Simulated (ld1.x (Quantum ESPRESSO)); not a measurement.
What one change does to a pseudopotential (Mn (Z = 25), TM)

```
Element                 : manganese
Generator               : ld1.x (Quantum ESPRESSO) 7.5
Type                    : norm-conserving Troullier–Martins (Kleinman–Bylander form)
Functional              : PW91
Relativity              : scalar-relativistic
Frozen core             : [Ar]
Valence charge          : 7
Reference configuration : 3d5 4s2 4p0
Partial waves           : 4s (bound): rc 2.75 bohr; 4p (bound, empty): rc 2.70 bohr; 3d (bound): rc 1.25 bohr
Local potential         : the d channel
Core correction         : a·sin(br)/r model core inside 0.75 bohr
```

All-electron outer shells of the reference configuration (PW91, scalar-relativistic, ld1.x):

| shell | level (eV) | outermost node (bohr) | outermost maximum (bohr) |
| --- | --- | --- | --- |
| 3s | -85.88 | 0.34 | 0.74 |
| 3p | -54.64 | 0.31 | 0.75 |
| 3d | -6.84 | – | 0.76 |
| 4s | -5.16 | 1.05 | 2.51 |
| 4p | -1.42 | 1.16 | 3.38 |

Change: wave 4p (bound): rc 2.70 bohr becomes 4p (bound): rc 1.74 bohr.

Cutoffs: the cutoffs (Ry, on a coarse ladder) from which the occupation-weighted sum of valence levels, in a spherical-Bessel basis at the reference potential, stays within 10 and 1 mRy of its value at 400 Ry; they do not see the model core or the augmentation charge, which bear on the density cutoff. Errors are all-electron minus pseudo energies relative to the spin-unpolarised reference configuration.

Task: Predict the effect on cutoff, ghosts and configuration errors.

Result: The potential gets neither clearly harder nor softer (140 Ry and 160 Ry → 140 Ry and 160 Ry); both files keep a bound ghost (p, s); the number of tests that count goes from 6 to 7; of the 6 tests that both files solve, the error grows in 2 and shrinks in 0 by more than 15 % and 0.3 meV (median size 35.0 → 42.9 meV).

| quantity | base | changed |
| --- | --- | --- |
| cutoff, loose | 140 Ry | 140 Ry |
| cutoff, tight | 160 Ry | 160 Ry |
| bound ghosts | s, p | s, p |
| tests counted (converged, no solver errors) | 6 of 7 | 7 of 7 |
| error for 3d5 4s1 4p0, meV [ΔE 8.47 eV] | -6.4 | -6.4 |
| error for 3d5 4s0 4p0, meV [ΔE 24.12 eV] | -53 | -53 |
| error for 3d4 4s0 4p0, meV [ΔE 56.74 eV] | -274 | -274 |
| error for 3d5 4s0 4p2, meV [ΔE 7.97 eV] | -13 | -26 |
| error for 3d4 4s2 4p0, meV [ΔE 13.27 eV] | -139 | -139 |
| error for 3d5 4s0 4p1, meV [ΔE 13.23 eV] | -17 | -32 |
| s: phases at 3.00 bohr within 0.05 rad from the reference energy up to (Ry; the scan ends near 5) | 1.1 | 1.1 |
| p: phases at 3.00 bohr within 0.05 rad from the reference energy up to (Ry; the scan ends near 5) | 2.3 | 3.0 |
| d: phases at 3.00 bohr within 0.05 rad from the reference energy up to (Ry; the scan ends near 5) | 4.7 | 4.7 |

Base: Tests not counted: 3d4 4s2 4p1 (solver errors, printed error -333 eV). These tests converged, but a pseudo level misses the all-electron one widely, so the file describes the atom poorly there or has found another state: 3d4 4s0 4p0: empty 4s by 5.0 eV (a node warning on the way). Changed file: These tests converged, but a pseudo level misses the all-electron one widely, so the file describes the atom poorly there or has found another state: 3d4 4s0 4p0: empty 4s by 5.0 eV (a node warning on the way). A true bound ghost makes a file unfit for plane-wave use even where its test errors are small: the radial tests pick states by their node count and pass the ghost by. Where a test does run into it, the solver fails or the error is huge.
